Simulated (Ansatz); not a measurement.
A nudged elastic band was laid between two geometries of F2H3NSi + H2O (10 atoms, charge 0, multiplicity 1).

Method: RKS CAM-B3LYP-D4/def2-SVP in Ansatz 0.2.0.

```yaml
movable_images: 7
climbing_image: yes
spring: 5.0 eV/Å²
optimiser: quadratic models (default)
start_path: through a guess of the saddle point
force_threshold: 0.05 eV/Å
iteration_limit: 60
end_points: relaxed
```

Initial state:

```xyz
10
Properties=species:S:1:pos:R:3
Si -0.065 0.202 0.204
N -0.066 0.121 1.914
H -0.929 0.258 2.432
H 0.725 0.519 2.413
H 1.270 0.403 -0.361
F -1.019 1.401 -0.308
F -0.804 -1.110 -0.384
O 1.377 -2.236 0.952
H 0.718 -2.684 0.405
H 0.843 -1.863 1.670
```

Final state:

```xyz
10
Properties=species:S:1:pos:R:3
Si 0.127 -0.447 0.066
N 0.215 0.005 2.140
H -0.184 0.918 2.361
H 1.172 -0.035 2.494
H 0.996 0.738 -0.078
F -1.459 -0.141 0.293
F 0.034 -0.872 -1.520
O 0.691 -1.909 0.637
H 0.785 -2.537 -0.089
H -0.326 -0.710 2.631
```

(1) What changes between the two ends?

(2) What energy profile does the band end with?

(3) What is the geometry of the highest image?

(4) What are the harmonic wavenumbers there?

Results:

(1) Bonds broken: O8–H10. Bonds formed: Si1–O8, N2–H10. F2H3NSi + H2O becomes F2H5NOSi.

(2) The run converged. The highest image is number 2 of 0 to 8, 0.61 eV above the first end and 1.34 eV above the last; the last end lies 0.73 eV below the first. A vibrational analysis at the climbing image gives one clearly imaginary mode, 1162i cm⁻¹: a first-order saddle point. The orbitals stay closed-shell, which can raise the energy where a bond breaks towards radicals; this wasn't checked here.

```json
{"image": "0", "path coordinate (Å)": "0.00", "energy (eV)": "0.00", "O8–H10 (Å)": "0.97", "Si1–O8 (Å)": "2.93", "N2–H10 (Å)": "2.20"}
{"image": "1", "path coordinate (Å)": "0.65", "energy (eV)": "0.13", "O8–H10 (Å)": "0.99", "Si1–O8 (Å)": "2.36", "N2–H10 (Å)": "1.81"}
{"image": "2", "path coordinate (Å)": "1.30", "energy (eV)": "0.61", "O8–H10 (Å)": "1.23", "Si1–O8 (Å)": "1.93", "N2–H10 (Å)": "1.27"}
{"image": "3", "path coordinate (Å)": "2.06", "energy (eV)": "0.05", "O8–H10 (Å)": "1.89", "Si1–O8 (Å)": "1.74", "N2–H10 (Å)": "1.03"}
{"image": "4", "path coordinate (Å)": "2.82", "energy (eV)": "-0.19", "O8–H10 (Å)": "2.07", "Si1–O8 (Å)": "1.70", "N2–H10 (Å)": "1.02"}
{"image": "5", "path coordinate (Å)": "3.58", "energy (eV)": "-0.55", "O8–H10 (Å)": "2.19", "Si1–O8 (Å)": "1.68", "N2–H10 (Å)": "1.02"}
{"image": "6", "path coordinate (Å)": "4.34", "energy (eV)": "-0.71", "O8–H10 (Å)": "2.27", "Si1–O8 (Å)": "1.67", "N2–H10 (Å)": "1.02"}
{"image": "7", "path coordinate (Å)": "5.10", "energy (eV)": "-0.72", "O8–H10 (Å)": "2.33", "Si1–O8 (Å)": "1.67", "N2–H10 (Å)": "1.02"}
{"image": "8", "path coordinate (Å)": "5.87", "energy (eV)": "-0.73", "O8–H10 (Å)": "2.54", "Si1–O8 (Å)": "1.67", "N2–H10 (Å)": "1.02"}
```

(3) 
```xyz
10
Properties=species:S:1:pos:R:3
Si 0.159 -0.159 0.159
N 0.055 -0.131 2.018
H -0.900 -0.035 2.365
H 0.628 0.577 2.480
H 1.374 0.266 -0.554
F -0.709 1.221 -0.049
F -0.954 -1.149 -0.504
O 1.072 -1.740 0.773
H 0.727 -2.579 0.442
H 0.599 -1.259 1.806
```

(4) 1162i, 120, 252, 257, 340, 386, 474, 504, 562, 705, 767, 792, 815, 834, 925, 963, 1061, 1511, 1566, 1913, 2328, 3530, 3610, 3866 cm⁻¹.

Time of the run: 3 min on 4 threads of Arm Neoverse V1, with other jobs on the host, peak memory 0.25 GiB.
